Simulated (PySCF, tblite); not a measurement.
Isomers of C5H14O2Si, one GFN2-xTB conformer each. Single-point energies are computed at PBE0/pcSseg-1 (PySCF, gas phase, no added dispersion term), electronic only.

Task: Rank them by PBE0/pcSseg-1 energy, lowest first (kJ/mol).
A. `[CH3:1][CH2:2][SiH2:3][O:4][C@H:5]([CH3:6])[CH2:7][OH:8]` with C1–C2–Si3–O4 55°, C2–Si3–O4–C5 -177°, Si3–O4–C5–C6 -92°, O4–C5–C7–O8 -60°, C5–C7–O8–H 50°
B. `[CH3:1][CH2:2][C@:3]([CH3:4])([CH2:5][OH:6])[O:7][SiH3:8]` with C1–C2–C3–C4 57°, C2–C3–C5–O6 -61°, C3–C5–O6–H -48°, C2–C3–O7–Si8 -68°

Result: A (0.0), B (33.0).

As drawn, the lower has an Si–C bond, which the higher lacks. GFN2-xTB itself gives, in the same order: 46.2, 0.0. GFN2-xTB puts CC[C@](C)(CO)O[SiH3] lowest instead.

Task: Which frontier levels, dipoles and rotational constants go with these structures?

Result: 
| SMILES | HOMO (eV, PBE0/pcSseg-1) | LUMO (eV) | dipole (D) | A, B, C (MHz) |
| --- | --- | --- | --- | --- |
| CC[SiH2]O[C@H](C)CO | -7.59 | 0.72 | 1.78 | 2266, 1015, 787.1 |
| CC[C@](C)(CO)O[SiH3] | -7.53 | 0.42 | 2.06 | 2048, 1210, 1008 |

Task: What happens when harmonic zero-point energies from GFN2-xTB frequencies are added?

Result: 
```csv
SMILES,ZPE (kJ/mol),electronic (kJ/mol),with ZPE (kJ/mol)
CC[SiH2]O[C@H](C)CO,479.3,0.0,0.0
CC[C@](C)(CO)O[SiH3],474.3,33.0,28.0
```

The zero-point energies span 5.0 kJ/mol. The order is unchanged.
